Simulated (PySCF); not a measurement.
**Radial density of Ti²⁺ (titanium, charge +2)**

UHF, [Ar] 3d1 4p1, one real determinant (an excited configuration). Computed with PySCF 2.14 in aug-cc-pwCVTZ, with no relativity, point nucleus.

```
r (bohr)  4πr²ρ (e/bohr)  4πr²(ρα − ρβ)
 0.00124          0.1308         0.0000
 0.00209          0.3564         0.0000
 0.00351          0.9473         0.0000
 0.00591           2.412         0.0000
 0.00994           5.718        -0.0001
  0.0167           12.03        -0.0001
  0.0281           20.73         0.0001
  0.0473           26.03         0.0017
  0.0795           21.94         0.0085
   0.134           20.69         0.0250
   0.225           28.06         0.0566
   0.379           15.77         0.2101
   0.637           8.134         0.6698
    1.07           8.780         0.7761
    1.80           1.766         0.4093
    3.03          0.4412         0.4229
    5.10         0.09343         0.0934
    8.57       0.0005111         0.0005
```

⟨L²⟩ = 8.02 against 12 for a pure F term, so this real determinant mixes terms.
